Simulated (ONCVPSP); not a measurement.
**scandium (Sc): ONCV pseudisation with Wu-Cohen, non-relativistic reference atom.**

The input file (ONCVPSP 4.0.1):

```
# ATOM AND REFERENCE CONFIGURATION
# atsym  z   nc   nv     iexc    psfile
  Sc 21.00    5    2  -118130      upf
#
#   n    l    f
    1    0    2.00
    2    0    2.00
    2    1    6.00
    3    0    2.00
    3    1    6.00
    3    2    2.00
    4    0    1.00
#
# PSEUDOPOTENTIAL AND OPTIMIZATION
# lmax
    2
#
#   l,   rc,      ep,       ncon, nbas, qcut
    0    3.60    0.00    5    8    2.20
    1    2.95    0.26    4    7    2.40
    2    1.45    0.00    5    9    7.70
#
# LOCAL POTENTIAL
# lloc, lpopt,  rc(5),   dvloc0
    2    5    1.45    0.00
#
# VANDERBILT-KLEINMAN-BYLANDER PROJECTORs
# l, nproj, debl
    0    1    0.40
    1    2    2.20
    2    0    3.10
#
# MODEL CORE CHARGE
# icmod, fcfact, rcfact
    1    0.25    0.00
#
# LOG DERIVATIVE ANALYSIS
# epsh1, epsh2, depsh
   -2.00    5.00    0.02
#
# OUTPUT GRID
# rlmax, drl
    6.00    0.01
#
# TEST CONFIGURATIONS
# ncnf
    4
# nvcnf
#   n    l    f
    2
    3    2    1.00
    4    0    2.00
#
    2
    3    2    1.00
    4    0    1.00
#
    2
    3    2    1.00
    4    0    0.00
#
    3
    3    2    1.00
    4    0    0.00
    4    1    1.00
#
```

Command:

```bash
oncvpspnr.x < Sc.dat > Sc.out
```

Output (shortened: citation, most of the input echo, consistency checks and plot data are left out):

```
ONCVPSP  (Optimized Norm-Conservinng Vanderbilt PSeudopotential)
scalar-relativistic version 4.0.1

#   n    l    f        energy (Ha)
    1    0    2.00    -1.6045328E+02
    2    0    2.00    -1.7115618E+01
    2    1    6.00    -1.4124136E+01
    3    0    2.00    -1.8841411E+00
    3    1    6.00    -1.1279474E+00
    3    2    2.00    -5.1213175E-02
    4    0    1.00    -1.2820439E-01

Reference configufation results
  iterations    33
  all-electron total energy (Ha)   -7.59985616D+02

Begin loop to  construct optimized pseudo wave functions
and semi-local pseudopoentials for all angular momenta

Calculating optimized projector #   1

 for l=   0

    Fraction of norm inside rc  0.457220
    Optimizing pswf for qcut=   2.19 a_B^-1,  ecut=   2.41 Ha
    Residual kinetic energy error=  3.31D-04 Ha

    Energy error per electron        Cutoff
         Ha          eV             Ha
         0.01000     0.27211        0.96
         0.00100     0.02721        1.96
         0.00010     0.00272        4.93
         0.00001     0.00027       10.93

WARNING wellstate: moderately localized bound state found for n= 4 l=  1
WARNING scattering state with energy  0.05000000
WARNING will be used for the first projector

   Wellstate for l =  1  n =  4
     eigenvalue =   0.0500
     asymptotic potential =   0.5500
     half-point radius =  5.6558

   Wellstate for l =  1  n =  7
     eigenvalue =   2.2500
     asymptotic potential =   2.7500
     half-point radius =  5.8854

Calculating optimized projector #   1

 for l=   1

    Fraction of norm inside rc  0.256623
    Optimizing pswf for qcut=   2.41 a_B^-1,  ecut=   2.89 Ha
    Residual kinetic energy error=  1.44D-04 Ha

    Energy error per electron        Cutoff
         Ha          eV             Ha
         0.01000     0.27211        0.75
         0.00100     0.02721        1.60
         0.00010     0.00272        7.48
         0.00001     0.00027       16.28

Calculating optimized projector #   2

 for l=   1

    Fraction of norm inside rc  0.147502
    Optimizing pswf for qcut=   2.41 a_B^-1,  ecut=   2.89 Ha
    Residual kinetic energy error=  5.62D-02 Ha

    Energy error per electron        Cutoff
         Ha          eV             Ha
         0.01000     0.27211        4.70
         0.00100     0.02721       13.15
         0.00010     0.00272       22.76
         0.00001     0.00027       29.99

Calculating optimized projector #   1

 for l=   2

    Fraction of norm inside rc  0.354324
    Optimizing pswf for qcut=   7.70 a_B^-1,  ecut=  29.63 Ha
    Residual kinetic energy error=  2.80D-03 Ha

    Energy error per electron        Cutoff
         Ha          eV             Ha
         0.01000     0.27211       25.21
         0.00100     0.02721       49.15
         0.00010     0.00272      131.23
         0.00001     0.00027      179.81

Construct Vanderbilt / Kleinmman-Bylander projectors

B matrix Hermiticity error, ll=   1
   1   2    6.8833E-08

  Orthonormal projector coefficients  4.7752E+00  4.3493E-01

Model core correction analysis
  based on d2Exc/dn_idn_j

d2excae - all-electron derivatives

   -1.767053D-02   -1.038596D-02
   -1.118418D-02   -1.702279D-02

d2excps - pseudofunction derivatives with no core correction

   -5.142616D-02   -1.259197D-02
   -1.331275D-02   -1.578309D-02

rms 2nd derivative error    1.695860E-02

Polynomial model core charge

d2excps - pseudofunction derivatives with core correction

   -3.242693D-02   -1.044392D-02
   -1.124080D-02   -1.660302D-02

rms 2nd derivative error    7.381293E-03

Pseudoatom total energy   -1.604840

Diagnostic tests using Vanderbilt-Kleinman-Bylander pseudopotentials
  1 or more projectors used as specified by nproj input data

   l    rcore       rmatch      e in        delta e   norm test  slope test

   0   3.6068183   3.7163291  -0.1282044   0.0000000   1.0000000   1.0000000

   1   2.9606761   3.0505687   0.0500000  -0.0000000   1.0000000   1.0000000
   1   2.9606761   3.0505687   2.2500000  -0.0000001   1.0000000   1.0000000

   2   1.4528849   1.4969976  -0.0512132  -0.0000000   1.0000000   0.9999999

 Testing for bound ghosts
   n   l    E NL Schr. Eq   E Basis Diag.   E Cutoff

       0                       -4.958849     14.37  WARNING - GHOST(-)
   1   0       -0.128204       -0.127455     14.37

   2   1       -0.041738       -0.025114     25.07

 Testing for highly-localized positive-energy ghosts
       l    <radius>/rc     E Basis Diag.   E Cutoff

       1        0.434181        0.473021     25.07  WARNING - GHOST(+)

Test configuration 0

   n   l     f        eae           eps        diff
   1   0  2.0000 -160.45328032
   2   0  2.0000  -17.11561835
   2   1  6.0000  -14.12413618
   3   0  2.0000   -1.88414109
   3   1  6.0000   -1.12794737
   3   2  2.0000   -0.05121317   -0.05121318   -3.58D-09
   4   0  1.0000   -0.12820439   -0.12820439    0.00D+00

    Total energies and differences
      AE_ref= -7.59985616D+02  AE_tst= -7.59985616D+02  dif=  0.00D+00
      PS_ref= -1.60484032D+00  PS_tst= -1.60484032D+00  dif=  2.89D-15
      PSP excitation error= -2.89D-15

Test configuration 1

   n   l     f        eae           eps        diff
   1   0  2.0000 -160.55937236
   2   0  2.0000  -17.24268569
   2   1  6.0000  -14.24915903
   3   0  2.0000   -1.99495409
   3   1  6.0000   -1.23314775
   3   2  1.0000   -0.12453955   -0.13231814   -7.78D-03
   4   0  2.0000   -0.15295664   -0.15203229    9.24D-04

    Total energies and differences
      AE_ref= -7.59985616D+02  AE_tst= -7.60042025D+02  dif= -5.64D-02
      PS_ref= -1.60484032D+00  PS_tst= -1.65775539D+00  dif= -5.29D-02
      PSP excitation error= -3.49D-03

Test configuration 2

   n   l     f        eae           eps        diff
   1   0  2.0000 -160.82093602
   2   0  2.0000  -17.50005761
   2   1  6.0000  -14.50691180
   3   0  2.0000   -2.25246179
   3   1  6.0000   -1.49050516
   3   2  1.0000   -0.37191385   -0.38053162   -8.62D-03
   4   0  1.0000   -0.35413348   -0.35426388   -1.30D-04

    Total energies and differences
      AE_ref= -7.59985616D+02  AE_tst= -7.59789950D+02  dif=  1.96D-01
      PS_ref= -1.60484032D+00  PS_tst= -1.40626580D+00  dif=  1.99D-01
      PSP excitation error= -2.91D-03

Test configuration 3

psatom: WARNING lschvkbb convergence error n,l,iter=   3   2   3
ea(ii),et,emin,emax -5.121318E-02 -5.633450E-02 -5.633450E-02 -5.633450E-02
run_config: WARNING for fully non-local PS atom, stg. 1
 WARNING no output for configuration 4

Test configuration 4

psatom: WARNING lschvkbb convergence error n,l,iter=   3   2   3
ea(ii),et,emin,emax -5.121318E-02 -5.633450E-02 -5.633450E-02 -5.633450E-02
run_config: WARNING for fully non-local PS atom, stg. 1
 WARNING no output for configuration 5
```

oncvpspnr.x prints “scalar-relativistic version” in its banner although the run is non-relativistic.

Note: ghosts flagged at negative energy: s at -134.9 eV; GHOST(+) flagged for p at 12.9 eV. A true bound ghost makes a file unfit for plane-wave use.

The run took about 3.9 s on one core of a shared server CPU.
